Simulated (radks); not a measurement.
The mean radii <r> (bohr) of the occupied orbitals of an atom or ion are listed with their occupations. All-electron calculation, scalar-relativistic Kohn-Sham, PBE, spin-polarised, spherical densities, finite nucleus; Fermi nuclear charge, rms radius of each element as measured or else 0.836 A^(1/3) + 0.57 fm. Program: a radial shooting solver on a logarithmic mesh with Libxc functionals.

orbital  occ.      <r>
1s          2  0.02558
2s          2   0.1095
2p          6  0.09593
3s          2   0.2868
3p          6   0.2834
3d         10   0.2579

Name the element and its charge. Open shells, if any, are filled with parallel spins first.

Answer. Z = 56, barium, charge +28: Ba28+ in [Ar] 3d10. The 1s radius gives Z: for a bare nucleus <r> = (2 gamma + 1)/(2Z) with gamma = sqrt(1 - (Z/c)^2), 0.02523 bohr for Z = 56, and screening makes it slightly larger (0.02558 here). The occupations add up to 28, and the charge is Z minus that.
